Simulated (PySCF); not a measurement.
C7H8P (charge -1).
InChI=1S/C7H8P/c1-3-7-5-4-6(2)8-7/h3-5H,1H2,2H3/q-1

Torsions of this conformer, `[CH2:1]=[CH:2][c:3]1[cH:4][cH:5][c:6]([CH3:7])[p-:8]1`: C1–C2–C3–C4 180°.

The closed-shell ground state was solved at several levels (PySCF, density fitting, gas phase, non-relativistic). Isolated species at its GFN2-xTB geometry (one conformer only). No diffuse functions stand in pcSseg-1, which bears on an anion's orbital energies.

```tsv
level	basis functions	total energy (Eh)	HOMO (eV)	LUMO (eV)	gap (eV)
PBE0/def2-SVPD	228	-612.1755	-0.64	3.87	4.51
PBE0/pcSseg-1	183	-612.4117	-0.54	4.04	4.58
```

Problem. What might CAM-B3LYP/def2-SVPD (228 basis functions) give for the same quantities?

Solution. Total energy -612.4699 Eh, HOMO -1.73 eV, LUMO 4.85 eV, gap 6.58 eV.

Problem. Over all these levels, which gives the widest orbital gap and which the narrowest?

Solution. CAM-B3LYP/def2-SVPD (range-separated hybrid) has the widest, 6.58 eV, and PBE0/def2-SVPD (global hybrid, 25 % exact exchange) the narrowest, 4.51 eV. The two share the basis. From the narrowest to the widest the HOMO moves by -1.09 eV and the LUMO by +0.98 eV.
